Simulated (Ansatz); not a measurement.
```xyz
15

C    -0.1407   -1.7814   -0.5262
C     0.1613   -0.6101    0.0288
C     0.7699    0.5352   -0.7199
C    -0.2182    1.6701   -0.9693
C    -0.0938   -0.3722    1.4722
O     0.2508    0.6211    2.0610
O    -0.7453   -1.3737    2.0893
H    -0.5911   -2.5816    0.0462
H     0.0633   -1.9653   -1.5755
H     1.6186    0.9199   -0.1475
H     1.1574    0.1619   -1.6711
H    -0.5924    2.0733   -0.0271
H     0.2626    2.4842   -1.5159
H    -1.0704    1.3229   -1.5584
H    -0.8321   -1.1043    3.0135
```

Charge 0, multiplicity 1.

Problem. List the CAM-B3LYP/def2-TZVPP orbital energies in eV (Ansatz 0.2.0). (An estimate is asked.)

Solution. The calculation gave: Occupied: -523.84, -522.26, -282.61, -279.52, -279.22, -278.89, -278.46, -32.70, -30.09, -24.85, -22.54, -20.15, -19.43, -17.35, -15.74, -15.36, -14.71, -14.08, -13.86, -13.29, -12.72, -12.18, -11.38, -11.19, -10.77, -9.64, -9.28. Lowest empty: -0.21, 1.99, 2.31, 3.01, 3.43, 3.45, 3.77, 4.35.
